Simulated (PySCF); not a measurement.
C₂H₆Cl₂Sn, charge +1, doublet, at a GFN2-xTB geometry of the parent state (such geometries of metal compounds can be far from the true shape) (a state made from the parent by changing its charge; the spin is typed, not shown lowest) (all electrons, no relativity); HF/STO-3G in PySCF.

Here is a job for PySCF.
```python
from pyscf import gto, scf

mol = gto.Mole()
mol.atom = '''
    C     1.763729   -1.736626    0.071301
    Sn   -0.016285   -0.135629   -0.030061
    C    -1.936907   -1.436715   -0.671809
    Cl    0.547894    1.482327   -1.993340
    Cl   -0.405078    0.673478    2.413983
    H     1.468168   -2.532322    0.746418
    H     2.672019   -1.265245    0.431347
    H     1.923796   -2.132566   -0.925569
    H    -2.685111   -0.797547   -1.127975
    H    -2.344992   -1.911674    0.213053
    H    -1.608434   -2.187863   -1.382121
'''
mol.basis = 'sto-3g'
mol.charge = 1
mol.spin = 1
mol.verbose = 4
mol.build()

mf = scf.ROHF(mol)
mf.kernel()
mf.analyze()
```

Output, abridged:

```
PySCF version 2.14.0

[INPUT] verbose = 4
[INPUT] num. atoms = 11
[INPUT] num. electrons = 101
[INPUT] charge = 1
[INPUT] spin (= nelec alpha-beta = 2S) = 1
[INPUT] symmetry False subgroup None
[INPUT] Mole.unit = angstrom
[INPUT] Symbol           X                Y                Z      unit          X                Y                Z       unit  Magmom
[...]
nuclear repulsion = 673.329524068837
number of shells = 33
number of NR pGTOs = 183
number of NR cGTOs = 61
basis = sto-3g
ecp = {}

******** <class 'pyscf.scf.rohf.ROHF'> ********
method = ROHF
initial guess = minao
damping factor = 0
level_shift factor = 0
DIIS = <class 'pyscf.scf.diis.CDIIS'>
diis_start_cycle = 1
diis_space = 8
diis_damp = 0
SCF conv_tol = 1e-09
SCF conv_tol_grad = None
SCF max_cycles = 50
direct_scf = True
direct_scf_tol = 1e-13
num. doubly occ = 50  num. singly occ = 1
Set gradient conv threshold to 3.16228e-05
init E= -6932.63126925736
[...]
cycle= 1 E= -6950.41945431438  delta_E= -17.8  |g|= 0.426  |ddm|= 2.53
[...]
cycle= 2 E= -6950.42399851252  delta_E= -0.00454  |g|= 0.457  |ddm|= 1.66
[...]
cycle= 3 E= -6950.53159214917  delta_E= -0.108  |g|= 0.149  |ddm|= 1.47
[...]
cycle= 4 E= -6950.5472549262  delta_E= -0.0157  |g|= 0.0625  |ddm|= 0.221
[...]
cycle= 5 E= -6950.55042459737  delta_E= -0.00317  |g|= 0.0247  |ddm|= 0.121
[...]
cycle= 6 E= -6950.55097880702  delta_E= -0.000554  |g|= 0.0098  |ddm|= 0.0507
[...]
cycle= 7 E= -6950.55116558666  delta_E= -0.000187  |g|= 0.00714  |ddm|= 0.04
[...]
cycle= 8 E= -6950.55125139145  delta_E= -8.58e-05  |g|= 0.0071  |ddm|= 0.0171
[...]
cycle= 9 E= -6950.55107909347  delta_E= 0.000172  |g|= 0.00382  |ddm|= 0.0443
[...]
cycle= 10 E= -6950.55101650164  delta_E= 6.26e-05  |g|= 0.000767  |ddm|= 0.0452
[...]
cycle= 11 E= -6950.55101686067  delta_E= -3.59e-07  |g|= 0.000222  |ddm|= 0.00452
[...]
cycle= 12 E= -6950.55101692302  delta_E= -6.23e-08  |g|= 6.4e-05  |ddm|= 0.000904
[...]
cycle= 13 E= -6950.5510169261  delta_E= -3.08e-09  |g|= 2.62e-05  |ddm|= 0.000254
[...]
cycle= 14 E= -6950.55101692723  delta_E= -1.13e-09  |g|= 8.37e-06  |ddm|= 0.000143
[...]
cycle= 15 E= -6950.55101692729  delta_E= -6.55e-11  |g|= 2.02e-06  |ddm|= 3.93e-05
[...]
Extra cycle  E= -6950.55101692728  delta_E= 1.82e-11  |g|= 1.11e-06  |ddm|= 5.57e-06
converged SCF energy = -6950.55101692728
**** SCF Summaries ****
Total Energy =                       -6950.551016927276578
Nuclear Repulsion Energy =             673.329524068836918
One-electron Energy =               -10931.329047872837691
Two-electron Energy =                 3307.448506876724878
Two-electron Coulomb Energy =         3534.300469220035211
DFT Exchange-Correlation Energy =     -226.851962343310333
HOMO-LUMO gap [eV] =                     9.874760819591854
**** MO energy ****
                Roothaan           | alpha              | beta
[...]
 ** Mulliken pop on meta-lowdin orthogonal AOs  **
 ** Mulliken pop  **
 ** Mulliken atomic charges  **
charge of    0C =     -0.09042
charge of    1Sn =      1.08977
charge of    2C =     -0.08619
charge of    3Cl =     -0.24772
charge of    4Cl =     -0.24883
charge of    5H =      0.09364
charge of    6H =      0.10231
charge of    7H =      0.09424
charge of    8H =      0.10257
charge of    9H =      0.09775
charge of   10H =      0.09288

WARN: System has nonzero charge 1; the dipole moment is origin-dependent.
Location of origin: [0. 0. 0.]

Dipole moment(X, Y, Z, Debye): -0.54483, -6.65499, -1.33228
```
